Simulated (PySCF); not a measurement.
## Electron correlation in Ca(8+) (calcium, charge +8)

[Ne] 3s2, closed-shell 1S. All numbers are calculated (PySCF 2.14, no relativity, point nucleus, in an uncontracted even-tempered set (17 s from 0.4 bohr⁻², ratio 2.5; 11 p from 0.52 bohr⁻², ratio 2.5; 5 d from 2.4 bohr⁻², ratio 2.7; 4 f from 3.5 bohr⁻², ratio 2.7)). Frozen: 1s2; 10 electrons correlated; the 18 highest virtual orbitals of each spin left out.

```json
{"level": "CCSD", "correlation energy (mhartree)": "-389.14"}
{"level": "(T)", "correlation energy (mhartree)": "-2.69"}
{"level": "CCSD(T)", "correlation energy (mhartree)": "-391.83"}
```

Diagnostics: T1 = 0.0019, D1 = 0.0058, largest double amplitude 0.098.

Cost of the coupled-cluster step: roughly 8 core-seconds, for 10 correlated electrons.

Iterations:

```
CC2 = 0
CCSD nocc = 5, nmo = 84
frozen orbitals [0, 85, 86, 87, 88, 89, 90, 91, 92, 93, 94, 95, 96, 97, 98, 99, 100, 101, 102]
max_cycle = 100
direct = 0
conv_tol = 1e-08
conv_tol_normt = 1e-06
diis_space = 8
diis_start_cycle = 0
Init t2, MP2 energy = -655.278023211496  E_corr(MP2) -0.371410865280037
Init E_corr(CCSD) = -0.371410865280048
cycle = 1  E_corr(CCSD) = -0.383054335002108  dE = -0.0116434697  norm(t1,t2) = 0.0338253
cycle = 2  E_corr(CCSD) = -0.386983532057354  dE = -0.00392919706  norm(t1,t2) = 0.0130183
cycle = 3  E_corr(CCSD) = -0.389142882819502  dE = -0.00215935076  norm(t1,t2) = 0.00510384
cycle = 4  E_corr(CCSD) = -0.389139353346902  dE = 3.5294726e-06  norm(t1,t2) = 0.000120159
cycle = 5  E_corr(CCSD) = -0.389138794130466  dE = 5.59216436e-07  norm(t1,t2) = 3.57518e-06
cycle = 6  E_corr(CCSD) = -0.389139067443986  dE = -2.7331352e-07  norm(t1,t2) = 3.44974e-07
cycle = 7  E_corr(CCSD) = -0.389139059162061  dE = 8.28192476e-09  norm(t1,t2) = 3.62864e-08
CCSD converged
E(CCSD) = -655.2957514053776  E_corr = -0.3891390591620608
CCSD(T) correction = -0.00268817966884262
```
